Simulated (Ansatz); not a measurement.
Consider the silylene formation by 1,1-elimination: `N[SiH](O)[SnH3]` → `[OH][SnH3]` + `N[SiH]`.

Program: Ansatz. Geometries: PBE0-D4/def2-TZVP. ΔE: electronic, gas phase. CCSD(T)/CBS adds triple-zeta CCSD(T) − MP2 to the extrapolated MP2 energy (def2 sets, frozen cores). This one scheme is used for every species. Functionals use def2-TZVPP. B3LYP here is the variant with VWN-RPA as its local correlation; programs differ in this. def2 core potentials past Kr. For Sn outer-core shells are correlated without core-valence functions, which leaves a few kJ/mol of doubt a bond. Each species was taken in one conformer, which may not be the lowest.

Task: Is it downhill or uphill in electronic energy at CCSD(T)/CBS, and by how much? (An estimate is asked.)

Result: Ansatz gave: Uphill: ΔE = +263.4 kJ/mol.

Task: What do these levels give: PBE-D4, PBE0-D4, B3LYP-D4, ωB97M-V, PBE, B3LYP, HF/def2-TZVPP, MP2/def2-TZVPP, CCSD/def2-TZVPP, HF/def2-QZVPP, SCS-MP2/def2-QZVPP, MP2/CBS(def2)? (Estimate.)

Result: Computed: PBE-D4 260.5, PBE0-D4 276.9, B3LYP-D4 257.1, ωB97M-V 257.7, PBE 250.7, B3LYP 241.5, HF/def2-TZVPP 250.2, MP2/def2-TZVPP 273.2, CCSD/def2-TZVPP 256.3, HF/def2-QZVPP 249.6, SCS-MP2/def2-QZVPP 262.2, MP2/CBS(def2) 280.1 kJ/mol.

Largest T1 diagnostic among the species: 0.015.

In def2-TZVPP, CCSD(T) changes the Hartree–Fock value by +6.3 kJ/mol (the triples alone add +0.2 kJ/mol) and MP2 by +23.1 kJ/mol. The D4 term adds +15.6 kJ/mol with B3LYP and +8.7 kJ/mol with PBE0; it sums over pairs of atoms, weighted by their polarisabilities, and B3LYP, whose exchange is more repulsive, gets the larger term.
